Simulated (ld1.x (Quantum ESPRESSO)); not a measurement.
# Before and after: PAW potential for silicon

| Quantity | Value |
| --- | --- |
| Element | Si |
| Generator | ld1.x (Quantum ESPRESSO) 7.5 |
| Type | PAW |
| Functional | PBE |
| Relativity | scalar-relativistic |
| Frozen core | [Ne] |
| Valence charge | 4 |
| Reference configuration | 3s2 3p0 (charge +2) |
| Partial waves | 3s (bound): rcut 1.20, rcutus 1.45 bohr; 3s channel at -1.75 Ry: rcut 1.20, rcutus 1.45 bohr; 3p (bound, empty): rcut 1.65, rcutus 2.00 bohr; 3p channel at 0.05 Ry: rcut 1.65, rcutus 2.00 bohr |
| Local potential | all-electron potential smoothed inside 1.55 bohr (lloc = -1) |
| Core correction | a·sin(br)/r model core, default radius (core density twice the valence density) |
| Augmentation charge | PSQ, inside the norm-conserving radii |

All-electron outer shells of the reference configuration (PBE, scalar-relativistic, ld1.x):

| shell | level (eV) | outermost node (bohr) | outermost maximum (bohr) |
| --- | --- | --- | --- |
| 3s | -28.54 | 0.71 | 1.69 |
| 3p | -20.50 | 0.71 | 1.91 |

Change: waves 3p (bound): rcut 1.65, rcutus 2.28 bohr; 3p channel at 0.05 Ry: rcut 1.65, rcutus 2.28 bohr.

Cutoffs: the cutoffs (Ry, on a coarse ladder) from which the occupation-weighted sum of valence levels, in a spherical-Bessel basis at the reference potential, stays within 10 and 1 mRy of its value at 400 Ry; they do not see the model core or the augmentation charge, which bear on the density cutoff. Errors are all-electron minus pseudo energies relative to the spin-unpolarised reference configuration.

Q: Predict the effect on cutoff, ghosts and configuration errors.

A: The potential gets neither clearly harder nor softer (21 Ry and 21 Ry → 21 Ry and 21 Ry); both files keep a bound ghost (s); of the 7 tests that both files solve, the error grows in 1 and shrinks in 0 by more than 15 % and 0.3 meV (median size 3.4 → 3.3 meV).

| quantity | base | changed |
| --- | --- | --- |
| cutoff, loose | 21 Ry | 21 Ry |
| cutoff, tight | 21 Ry | 21 Ry |
| bound ghosts | s | s |
| error for 3s2 3p2, meV [ΔE -23.73 eV] | -6.5 | -6.3 |
| error for 3s2 3p1, meV [ΔE -15.99 eV] | -3.4 | -3.3 |
| error for 3s1 3p0, meV [ΔE 33.97 eV] | -21 | -21 |
| error for 3s1 3p2, meV [ΔE -8.56 eV] | -0.9 | -0.8 |
| error for 3s2 3p1.5, meV [ΔE -20.81 eV] | -5.4 | -5.3 |
| error for 3s0 3p4, meV [ΔE -9.95 eV] | -0.3 | +1.0 |
| error for 3s1 3p3, meV [ΔE -16.92 eV] | -2.7 | -2.4 |
| lowest overlap eigenvalue by channel | s 0.60, p 0.77 | s 0.60, p 0.74 |

 A true bound ghost makes a file unfit for plane-wave use even where its test errors are small: the radial tests pick states by their node count and pass the ghost by.
